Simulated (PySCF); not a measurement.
## Working out the excitation energy of Ar⁺

Ar⁺ [Ne] 3s2 3p5 (2P) → Ar⁺ [Ne] 3s2 3p4 4s1 (4P). Computed with PySCF 2.14 in x2c-TZVPPall with one added diffuse shell each of s, p, d type (6s6p4d1f, 51 functions), with scalar relativity by spin-free X2C-1e. Frozen: [Ne]. Energies in hartree (1 hartree = 27.21139 eV):

```
            part  Ar⁺ (lower)  Ar⁺ (upper)
             UHF  -528.079618  -527.489514
CCSD correlation    -0.191748    -0.174021
             (T)    -0.005388    -0.005360
```

Question: What does Hartree-Fock give?

Answer: (-527.489514) − (-528.079618) = 0.590104 hartree = 16.058 eV.

Question: What do CCSD and CCSD(T) give?

Answer: The CCSD correlation energies differ by 0.017727 hartree = 0.482 eV and the triples by 0.000028 hartree = 0.001 eV, so CCSD gives 16.540 eV and CCSD(T) 16.541 eV.

Measured between the centres of the two terms (NIST): 16.648 eV, so CCSD(T) (valence) is off by -0.107 eV.

What remains against the reference includes basis incompleteness, the frozen core and higher excitations.
